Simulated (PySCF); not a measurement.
C3H8AlF.

```xyz
13

Al    -0.3760     1.0866     0.1264
F      0.6616     2.0172    -0.8001
H     -1.3517     1.8873     1.0792
C     -0.3229    -0.8672    -0.0742
C     -0.7150    -1.5941     1.2242
C      1.0017    -1.3915    -0.6520
H     -1.1196    -1.0723    -0.8207
H     -0.7974    -2.6846     1.0656
H      0.0393    -1.4445     2.0165
H     -1.6822    -1.2483     1.6256
H      1.2622    -0.9047    -1.6051
H      0.9575    -2.4807    -0.8337
H      1.8422    -1.2166     0.0416
```

Coordinates come from a B3LYP-D3(BJ)/def2-SVP optimisation. The structure was generated by enumeration; whether it is a known compound was not checked. The values are those of a single conformer.

Level of theory: PySCF with PBE0/pcSseg-1. Non-relativistic, no solvent.

### Question
Give the absolute GIAO shielding of each atom: isotropic value and principal components (ppm). (The exact figures need the calculation; the answer reports its results.)

### Answer

```
atom  σ(iso)    σ11    σ22    σ33   span
----  ------  -----  -----  -----  -----
Al1    371.3  278.3  343.5  492.0  213.7
F2     305.5  174.4  366.6  375.6  201.2
H3      26.6   23.0   24.2   32.5    9.6
C4     169.2  158.0  167.7  181.8   23.8
C5     165.9  153.1  160.0  184.7   31.7
C6     164.9  151.4  159.4  184.0   32.6
H7      31.0   26.7   29.9   36.5    9.8
H8      30.0   26.0   27.7   36.3   10.3
H9      30.4   26.6   28.3   36.4    9.8
H10     29.8   25.5   27.6   36.5   11.0
H11     29.7   24.9   28.1   36.1   11.1
H12     30.1   25.9   27.8   36.6   10.7
H13     30.4   26.8   28.2   36.1    9.3
```
